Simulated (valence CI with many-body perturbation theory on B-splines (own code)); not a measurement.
**Pm⁴⁷⁺: electric-dipole lines**

Method: valence CI with perturbative core correlation (CI+MBPT): four valence electrons over a frozen Dirac-Fock core [Ne], a basis of 11 s, 11 p, 10 d, 8 f, 5 g, 2 h functions for each j, with the one-electron correlation potential Σ1, the two-electron term Σ2, the three-electron term Σ3, Breit, model QED; selected CI, second order for the rest, scaled by the run's own slope (own B-spline code, finite nucleus).

The last digits are not significant, and no measured levels were compared; by estimate large intervals hold to a few tenths of a per cent, small ones and those within an open d or f shell to about a per cent. Among the levels kept, up to 550 cm⁻¹ of a level comes from second order outside the variational space, and about a tenth of that is noise between levels of different J, which matters for small intervals.

Lines 101 to 150 of 556 in falling wavelength, among levels below 931.58 eV, chosen from the strongest by gf and those to the six lowest levels. Wavelengths and rates use the calculated energies. Electric multipoles are in the length gauge, E1 and E2 with the static RPA response of the core. Weak lines are less certain than strong ones. Lines between different terms over intervals too small for the method are left out, as are lines whose strength nearly cancels. The highest levels of a list are the least certain.

Levels are named by their leading jj configuration (3d3/2^4 stands for four electrons in 3d with j = 3/2), which in mixed levels can hold well under half, so a name can repeat and another be missing. Letters in brackets count levels of one name in rising energy.

```csv
λ vac (nm),Upper,Lower,A (s⁻¹),S (a.u.)
6.126,(3s 3p1/2 3d5/2^2) J=1 [a],(3s 3p1/2 3p3/2 3d5/2) J=0,4.94e+10,1.68e-02
6.110,(3s 3p1/2 3d3/2 3d5/2) J=3 [d],(3s 3p1/2 3p3/2 3d3/2) J=2 [e],5.39e+10,4.25e-02
6.081,(3s 3p1/2 3d5/2^2) J=4 [a],(3s 3p1/2 3p3/2 3d5/2) J=3 [b],6.07e+10,6.07e-02
6.064,(3s^2 3p1/2 3d3/2) J=1,(3s^2 3p1/2 3p3/2) J=1,1.10e+09,3.62e-04
6.033,(3s 3p1/2^2 3d5/2) J=2,(3s 3p1/2^2 3p3/2) J=1,5.56e+10,3.01e-02
5.999,(3s^2 3p3/2 3d5/2) J=2,(3s^2 3p3/2^2) J=2,4.32e+10,2.30e-02
5.996,(3s 3p1/2 3d5/2^2) J=1 [a],(3s 3p1/2 3p3/2 3d5/2) J=1 [b],7.19e+10,2.29e-02
5.983,(3s 3p1/2 3p3/2 3d5/2) J=3 [a],(3s 3p1/2 3p3/2^2) J=3,2.41e+10,1.78e-02
5.936,(3s 3p1/2 3d5/2^2) J=4 [b],(3s 3p1/2 3p3/2 3d5/2) J=4 [c],3.38e+10,3.14e-02
5.928,(3s^2 3p1/2 3d5/2) J=2,(3s^2 3p1/2 3p3/2) J=2,1.21e+10,6.21e-03
5.922,(3s 3p1/2 3d5/2^2) J=5,(3s 3p1/2 3p3/2 3d5/2) J=4 [b],7.10e+10,8.01e-02
5.911,(3s^2 3d3/2 3d5/2) J=3,(3s^2 3p3/2 3d3/2) J=2,6.48e+10,4.63e-02
5.908,(3s 3p1/2 3p3/2 3d5/2) J=2 [a],(3s 3p1/2 3p3/2^2) J=2 [a],4.88e+10,2.48e-02
5.879,(3s^2 3p1/2 3d5/2) J=3,(3s^2 3p1/2 3p3/2) J=2,6.69e+10,4.70e-02
5.842,(3s 3p1/2 3d3/2 3d5/2) J=3 [b],(3s 3p1/2 3p3/2 3d3/2) J=2 [c],5.28e+10,3.64e-02
5.839,(3p1/2^2 3p3/2 3d5/2) J=2,(3s 3p1/2 3p3/2 3d3/2) J=2 [a],2.86e+10,1.40e-02
5.833,(3s 3p1/2 3d5/2^2) J=2 [b],(3s 3p1/2 3p3/2 3d5/2) J=1 [a],3.27e+10,1.60e-02
5.825,(3s 3p1/2 3d5/2^2) J=4 [a],(3s 3p1/2 3p3/2 3d5/2) J=3 [a],7.45e+10,6.54e-02
5.804,(3s 3p1/2 3d3/2 3d5/2) J=4 [c],(3s 3p1/2 3p3/2 3d3/2) J=3 [c],2.33e+10,2.02e-02
5.764,(3s 3p1/2 3p3/2 3d5/2) J=0,(3s 3p1/2 3p3/2^2) J=1 [b],1.89e+11,1.79e-02
5.749,(3s 3p1/2 3d3/2 3d5/2) J=2 [b],(3s 3p1/2 3p3/2 3d3/2) J=2 [c],5.58e+10,2.62e-02
5.741,(3s 3p3/2^2 3d5/2) J=1 [b],(3s 3p3/2^3) J=1,1.73e+11,4.86e-02
5.735,(3s 3p1/2 3p3/2 3d5/2) J=3 [b],(3s 3p1/2 3p3/2^2) J=3,4.34e+10,2.83e-02
5.734,(3s 3p1/2 3d3/2 3d5/2) J=3 [c],(3s 3p1/2 3p3/2 3d3/2) J=2 [d],7.88e+10,5.13e-02
5.728,(3p1/2^2 3d3/2 3d5/2) J=3,(3p1/2^2 3p3/2 3d3/2) J=2,5.64e+10,3.66e-02
5.724,(3s^2 3p1/2 3d5/2) J=2,(3s^2 3p1/2 3p3/2) J=1,8.34e+10,3.86e-02
5.720,(3s^2 3d3/2 3d5/2) J=2,(3s^2 3p3/2 3d3/2) J=1,5.36e+10,2.47e-02
5.720,(3s^2 3d3/2 3d5/2) J=4,(3s^2 3p3/2 3d3/2) J=3,1.02e+11,8.47e-02
5.706,(3s 3p1/2 3p3/2 3d5/2) J=4 [b],(3s 3p1/2 3p3/2^2) J=3,7.83e+10,6.46e-02
5.699,(3s 3p1/2 3d3/2 3d5/2) J=3 [a],(3s 3p1/2 3p3/2 3d3/2) J=2 [b],1.01e+11,6.45e-02
5.698,(3s^2 3d3/2 3d5/2) J=2,(3s^2 3p3/2 3d3/2) J=2,3.18e+10,1.45e-02
5.697,(3s 3p1/2^2 3d5/2) J=3,(3s 3p1/2^2 3p3/2) J=2,7.77e+10,4.96e-02
5.693,(3s 3p1/2 3d5/2^2) J=1 [b],(3s 3p1/2 3p3/2 3d5/2) J=2 [c],6.97e+10,1.90e-02
5.693,(3p1/2 3p3/2^2 3d5/2) J=1 [b],(3p1/2 3p3/2^3) J=1,1.67e+11,4.57e-02
5.684,(3s 3p1/2 3d3/2^2) J=2 [b],(3s 3p1/2 3p3/2 3d3/2) J=1 [a],3.35e+10,1.52e-02
5.671,(3s 3p1/2 3p3/2 3d5/2) J=3 [a],(3s 3p1/2 3p3/2^2) J=2 [a],6.09e+10,3.83e-02
5.664,(3p1/2 3p3/2^2 3d5/2) J=3 [c],(3p1/2 3p3/2^3) J=2,2.06e+11,1.30e-01
5.660,(3s 3p1/2 3d3/2 3d5/2) J=4 [a],(3s 3p1/2 3p3/2 3d3/2) J=3 [a],1.00e+11,8.07e-02
5.659,(3s 3p1/2 3d5/2^2) J=3 [a],(3s 3p1/2 3p3/2 3d5/2) J=4 [b],3.64e+10,2.28e-02
5.657,(3s 3p1/2 3p3/2 3d5/2) J=2 [d],(3s 3p1/2 3p3/2^2) J=1 [b],1.80e+11,8.02e-02
5.656,(3p1/2 3p3/2^2 3d3/2) J=4,(3s 3p1/2 3p3/2 3d5/2) J=3 [d],2.30e+10,1.85e-02
5.649,(3p1/2 3p3/2^2 3d5/2) J=2 [c],(3p1/2 3p3/2^3) J=1,3.11e+11,1.39e-01
5.648,(3s 3p1/2 3p3/2 3d5/2) J=2 [b],(3s 3p1/2 3p3/2^2) J=3,4.07e+10,1.81e-02
5.632,(3s^2 3p3/2 3d5/2) J=1,(3s^2 3p3/2^2) J=0,1.47e+11,3.88e-02
5.631,(3s 3p1/2 3p3/2 3d5/2) J=3 [d],(3s 3p1/2 3p3/2^2) J=2 [b],1.89e+11,1.16e-01
5.631,(3s 3p1/2 3d5/2^2) J=3 [a],(3s 3p1/2 3p3/2 3d5/2) J=3 [b],4.19e+10,2.59e-02
5.619,(3s 3p1/2 3d3/2 3d5/2) J=1 [a],(3p1/2^2 3p3/2^2) J=0,5.78e+10,1.52e-02
5.613,(3p1/2^2 3p3/2 3d5/2) J=3,(3s 3p1/2 3p3/2 3d3/2) J=2 [a],1.57e+11,9.57e-02
5.611,(3s 3p1/2 3p3/2 3d5/2) J=1 [b],(3s 3p1/2 3p3/2^2) J=1 [a],1.50e+11,3.92e-02
5.610,(3p1/2 3p3/2^2 3d5/2) J=2 [b],(3p1/2 3p3/2^3) J=2,1.98e+11,8.62e-02
```
